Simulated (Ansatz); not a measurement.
Conformers of AlBF₂H₂O, SMILES `O[B](F)[AlH][F]`, each relaxed with PBE0-D4/def2-TZVP in Ansatz. CBS adds the triple-zeta coupled-cluster correction to the MP2 limit.

Not all of them had a frequency check.

Conformer A:

Z-matrix (Å, degrees):
```
B
F 1 1.329
Al 1 2.159 2 120.2
O 1 1.353 2 114.9 3 180.0
F 3 1.651 1 119.3 2 -0.6
H 3 1.586 1 124.5 2 179.5
H 4 0.959 1 114.4 2 -179.9
```

Conformer B:

Z-matrix (Å, degrees):
```
B
F 1 1.331
Al 1 2.153 2 121.9
O 1 1.351 2 115.5 3 -180.0
F 3 1.660 1 111.2 2 179.9
H 3 1.580 1 131.9 2 -0.1
H 4 0.960 1 113.5 2 -180.0
```

Which is lowest in electronic energy at CCSD(T)/CBS (frozen core, def2 sets), and by how much? (An estimate is asked.)

Computed: B; A lies 5.9 kJ/mol higher.

Give the energies relative to B (kJ/mol) with ωB97X-V/def2-TZVPP, ωB97M-V/def2-TZVPP, B3LYP/def2-TZVPP, SCS-MP2/def2-TZVPP, MP2/def2-QZVPP, CCSD/def2-QZVPP, CCSD/CBS(def2). (Best estimate.)

The calculation gave: 
```tsv
level	A
ωB97X-V/def2-TZVPP	6.3
ωB97M-V/def2-TZVPP	6.7
B3LYP/def2-TZVPP	6.0
SCS-MP2/def2-TZVPP	5.6
MP2/def2-QZVPP	5.9
CCSD/def2-QZVPP	5.7
CCSD/CBS(def2)	5.8
```

B3LYP here is the variant with VWN-RPA as its local correlation; programs differ in this.
